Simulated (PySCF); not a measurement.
## C₆ coefficients of unlike pairs at UHF

Calculated with PySCF 2.14 from the dipole response of each species, C₆(A,B) = (3/π) ∫ α_A(iu) α_B(iu) du, in atomic units, from isotropic polarisabilities. For ions this is the dispersion term alone; charge-induced terms of lower order in 1/R come first.

```
species            configuration                                                                                              basis      relativity  α (bohr³)  C₆ (like pair)
    Ta⁺   [Xe] 4f14 5d3 6s1 (5F)                    x2c-TZVPPall with one added diffuse shell each of s, p, d, f type (12s8p8d4f1g)   spin-free X2C      52.97           480.7
    N³⁺            [He] 2s2 (1S)                                                                             dyall-av3z (15s9p3d2f)            none      2.238           2.257
    Ge⁻   [Ar] 3d10 4s2 4p3 (4S)  aug-cc-pVQZ-PP with one added diffuse shell each of s, p, d, f, g type with ECP10MDF (8s7p6d4f3g)  core potential      155.5            2196
   Bi³⁺  [Xe] 4f14 5d10 6s2 (1S)                                                                      aug-cc-pVQZ-DK3 (10s9p7d4f2g)   spin-free X2C      11.07           64.84
```

(1) Estimate C₆ for Bi³⁺ with Ta⁺.

No spin-orbit coupling is included.

The other pairs:

```json
{"pair": "Ge⁻, N³⁺", "C₆": "57.27"}
{"pair": "N³⁺, Ta⁺", "C₆": "30.70"}
{"pair": "Bi³⁺, N³⁺", "C₆": "11.98"}
{"pair": "Bi³⁺, Ge⁻", "C₆": "290.1"}
{"pair": "Ge⁻, Ta⁺", "C₆": "991.0"}
```

Results:

(1) The integral gives 159.0. The combination rule 2 C_A C_B / (C_A α_B/α_A + C_B α_A/α_B) gives 151.8 and the geometric mean 176.6.
